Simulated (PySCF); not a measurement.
Gas-phase reaction: 2 GeH₃F = GeF₂ + GeH₃ + 3 H

Computed with PySCF and rigid-rotor harmonic-oscillator thermochemistry at 1 bar. † marks an energy on the PBE0/def2-TZVP geometry and frequencies; other levels use their own. MP2 and CCSD(T) freeze the core. 6-31G* has spherical d functions here. Open shells (unrestricted): GeH₃ (multiplicity 2), H (multiplicity 2); the rest are closed-shell singlets. B3LYP is the form with VWN-RPA correlation. Ge: all electrons, no relativistic terms. GeH₃: computed as isolated molecules; such fragments, hydroxides, amides, oligomers or adducts are transient or little studied in the gas. MP2 isn't extrapolated to the basis-set limit; its ΔH°(298 K) is 762.8 kJ in def2-SVP and 792.1 kJ in def2-TZVPP. CCSD(T) isn't extrapolated to the basis-set limit; its ΔH°(298 K) is 788.0 kJ in def2-SVP and 819.9 kJ in def2-TZVPP. The harmonic model lacks anharmonicity and excited electronic states, which grow with temperature; levels with a mode under 35 cm⁻¹ are left out.

```tsv
level	ΔE electronic, kJ	ΔH°(298 K), kJ	ΔS°(298 K), J/K	ΔG°(1800 K), kJ
B3LYP/6-31G*	826	774	341	117
BLYP/def2-TZVP†	807	755	341	98
CCSD(T)/def2-SVP†	841	788	341	131
CCSD(T)/def2-TZVPP†	873	820	341	163
MP2/def2-SVP†	816	763	341	106
MP2/def2-TZVPP†	845	792	341	136
PBE0/def2-QZVP†	834	782	341	125
PBE0/def2-SVP†	837	784	341	128
LDA/def2-TZVP†	915	863	341	206
ωB97M-V/def2-TZVP†	848	795	341	139
```
ΔH° is lowest at BLYP/def2-TZVP† and highest at LDA/def2-TZVP†. No reference value is set beside these.
